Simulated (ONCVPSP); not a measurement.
Scattering properties, ONCV potential for chromium (Cr)

| Property | Result |
| --- | --- |
| Element | chromium |
| Generator | ONCVPSP 4.0.1 |
| Type | optimised norm-conserving Vanderbilt (ONCV) |
| Functional | PBEsol |
| Relativity | scalar-relativistic |
| Frozen core | [Ne] |
| Valence charge | 14 |
| Reference configuration | 3s2 3p6 3d5 4s0.75 4p0.25 |
| Partial waves | 3s+4s: rc 1.30 bohr, ncon 4, nbas 9, qcut 8.6 1/bohr, 2 projectors; 3p+4p: rc 1.70 bohr, ncon 3, nbas 8, qcut 7.2 1/bohr, 3 projectors, debl 2.3 Ha; 3d: rc 1.30 bohr, ncon 4, nbas 9, qcut 10.4 1/bohr, 1 projector |
| Local potential | polynomial inside 0.90 bohr (lpopt 3, dvloc0 1 Ha) |
| Core correction | Teter function, fcfact 4.25, rcfact 1.7 |

The phase is arctan(r·R′/R) of the radial function R(r), unwrapped; energies in Ha, scanned from -4 to 5 Ha. A pole is an energy at which the radial function vanishes at the test radius. The pseudo phase is shifted by a multiple of π to meet the all-electron one at the reference energy, and phase errors are pseudo minus all-electron; the curves can meet again beyond the range given. Levels narrower than the energy grid can be missing from the lists of poles.

Task: For each channel, where are the poles, and over which energies does the pseudopotential scatter like the atom?

Result:

```json
{"channel": "s", "radius (bohr)": "1.32", "reference energy (Ha)": "-0.16", "poles, all-electron": "-1.62", "poles, pseudo": "-1.62", "unbroken range about the reference energy with phases within 0.05 rad": "the whole range", "phase error 1 Ha above the reference energy (rad)": "-0.000"}
{"channel": "p", "radius (bohr)": "1.72", "reference energy (Ha)": "-0.04", "poles, all-electron": "-1.39", "poles, pseudo": "-1.39", "unbroken range about the reference energy with phases within 0.05 rad": "the whole range", "phase error 1 Ha above the reference energy (rad)": "-0.000"}
{"channel": "d", "radius (bohr)": "1.32", "reference energy (Ha)": "-0.12", "poles, all-electron": "1.27", "poles, pseudo": "1.32", "unbroken range about the reference energy with phases within 0.05 rad": "below 2.7", "phase error 1 Ha above the reference energy (rad)": "+0.006"}
```

Phases in the d channel:

| E (Ha) | all-electron | pseudo |
| --- | --- | --- |
| -3.98 | 1.187 | 1.189 |
| -3.50 | 1.146 | 1.149 |
| -3.02 | 1.091 | 1.094 |
| -2.54 | 1.011 | 1.016 |
| -2.06 | 0.887 | 0.893 |
| -1.58 | 0.667 | 0.676 |
| -1.10 | 0.239 | 0.249 |
| -0.62 | -0.448 | -0.444 |
| -0.14 | -1.002 | -1.002 |
| 0.34 | -1.296 | -1.294 |
| 0.82 | -1.464 | -1.458 |
| 1.30 | -1.577 | -1.567 |
| 1.78 | -1.669 | -1.651 |
| 2.26 | -1.755 | -1.725 |
| 2.74 | -1.851 | -1.800 |
| 3.22 | -1.973 | -1.885 |
| 3.70 | -2.154 | -1.992 |
| 4.18 | -2.462 | -2.143 |
| 4.66 | -2.989 | -2.374 |
